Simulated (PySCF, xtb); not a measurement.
W(O)(NH)(Cl)(SH) (ClH2NOSW), SMILES [Cl][W](=[NH])(=[O])[SH], multiplicity 1.

GFN2-xTB in xtb at its own geometry gives an orbital gap of 2.40 eV and a dipole moment of 3.50 D.

Geometry: B3LYP-D3(BJ)/def2-SVP. The multiplicity is an assumed one; no other spin state was optimised. The structure was generated by enumeration; whether it is a known compound was not checked. The def2 effective core potentials stand for the cores of W; spin–orbit coupling is left out. The values are those of a single conformer.

**Question.** What does PBE/def2-TZVP (PySCF) give? (Estimate from the structure and the level; the computed values follow.)

**Answer.** gap 3.65 eV (levels -7.00 and -3.35 eV), dipole 2.32 D.
